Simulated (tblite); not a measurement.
Compound: benzenesulfonyl chloride, C6H5ClO2S.
Structure used (GFN2-xTB), in Å, numbered top down from 1:
```
atom  x, y, z in Å
O1     2.927   -0.050   -1.248
S2     2.350    0.206    0.031
O3     2.776    1.344    0.779
Cl4    2.750   -1.433    1.189
C5     0.582    0.112   -0.035
C6     0.002   -0.625   -1.043
C7    -1.380   -0.724   -1.073
C8    -2.137   -0.091   -0.097
C9    -1.527    0.643    0.911
C10   -0.146    0.746    0.947
H11    0.631   -1.094   -1.782
H12   -1.865   -1.293   -1.851
H13   -3.213   -0.171   -0.121
H14   -2.125    1.130    1.665
H15    0.372    1.309    1.706
```

Level: GFN2-xTB in tblite, geometry and Hessian alike; calculated harmonic values, unscaled, isolated species. This tight-binding method is rough: wavenumbers can miss measured ones by several per cent, in bad cases by 10 to 20. One conformer, not necessarily the lowest.

Harmonic wavenumbers (cm⁻¹): 29.9, 72.3, 132.7, 210.5, 258.8, 295.2, 324.5, 359.9, 366.3, 430.1, 503.4, 526.5, 583.1, 654.0, 697.2, 751.2, 878.7, 908.2, 927.4, 934.7, 968.2, 1063.0, 1097.1, 1101.5, 1148.9, 1175.1, 1176.0, 1250.3, 1289.6, 1323.7, 1432.0, 1439.6, 1568.0, 1607.2, 3090.9, 3098.9, 3104.9, 3113.6, 3116.4.

A = 1969, B = 691.5, C = 675.5 MHz; mass 175.970 u (most abundant isotopes); point group Cs, symmetry number 1.

Q: Zero-point energy?

A: ½Σν̃ = 21505 cm⁻¹ = 61.48 kcal/mol.

Q: Entropy at 298.15 K, 1 bar (ideal gas, RRHO, classical rotation)?

A: Translation 41.43, rotation 30.24, vibration 26.11: S = 97.8 cal/(mol K).

Q: And Cp and H(298.15 K) − H(0)?

A: Cp = 35.86 cal/(mol K), of which vibrations give 27.92 (their classical limit is 39 R = 77.5); H(298.15 K) − H(0) = 6.47 kcal/mol without the zero-point energy, 4.10 from vibrations.

Q: What must be added to the electronic energy to get the Gibbs energy at 298.15 K and 1 bar?

A: ZPE + [H(298.15 K) − H(0)] − T·S = 61.48 + 6.47 − 29.15 = 38.80 kcal/mol.

Q: Which modes carry the vibrational entropy at 298.15 K?

A: 29.9 cm⁻¹: 5.84; 72.3 cm⁻¹: 4.09; 132.7 cm⁻¹: 2.91; 210.5 cm⁻¹: 2.04; 258.8 cm⁻¹: 1.67; 295.2 cm⁻¹: 1.44 cal/(mol K); the other 33 give 8.13 together.

Hindered rotation and anharmonicity are outside this model. Other conformers, if any are populated, would add a mixing term that is left out.

The run took 0.53 s wall on one thread, Arm Neoverse V2 (aarch64), shared host with 32 logical CPUs at a one-minute load of 10. This covers the Hessian and the dipole derivatives.
